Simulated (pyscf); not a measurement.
**F–CH(F)–Si(F)(F)–F (SMILES FC(F)[Si](F)(F)F), singlet**

Gas-phase minimum from PySCF at ωB97X-D3(BJ)/def2-SVP, one conformer. 

```
Si
F 1 1.5977
F 1 1.6007 2 109.08
F 1 1.6008 2 109.03 3 -118.20
C 1 1.8925 2 111.05 4 -121.01
F 5 1.3612 1 108.94 2 59.09
F 5 1.3613 6 108.80 1 118.45
H 5 1.1059 6 108.15 7 117.25
```

Properties at ωB97X-D3(BJ)/def2-SVP:

```
Quantity                                                                                                                                                                                                             Value
---------------------------------------------------------------------------------------------------------------------  ---------------------------------------------------------------------------------------------------
Harmonic wavenumbers, unscaled                                                                                         40, 116, 137, 254, 255, 312, 361, 436, 563, 706, 888, 1007, 1017, 1140, 1165, 1373, 1376, 3091 cm⁻¹
Zero-point energy                                                                                                                                                                                            20.4 kcal/mol
Rotational symmetry number                                                                                                                                                                                               1
Entropy of this conformer at 298 K and 1 atm, rigid rotor and harmonic oscillator, modes under 100 cm⁻¹ raised to 100                                                                                      361.1 J/(mol K)
Dipole moment                                                                                                                                                                                                       1.50 D
```

Single-point totals, which compare only within one level:

```tsv
level	total energy (hartree)
ωB97X-D3(BJ)/def2-TZVP	-827.92788
PBE/def2-TZVP	-827.20117
r²SCAN/def2-TZVP	-827.62176
B3LYP-D3(BJ)/def2-TZVP	-827.89545
PBE0-D3(BJ)/def2-TZVP	-827.22998
M06-2X/def2-TZVP	-827.67103
ωB97M-D3(BJ)/def2-TZVP	-828.00597
```

The lowest mode is so soft that the shape along it may change with the basis. Soft torsions are taken as harmonic, which can shift the entropy by several J/(mol K).
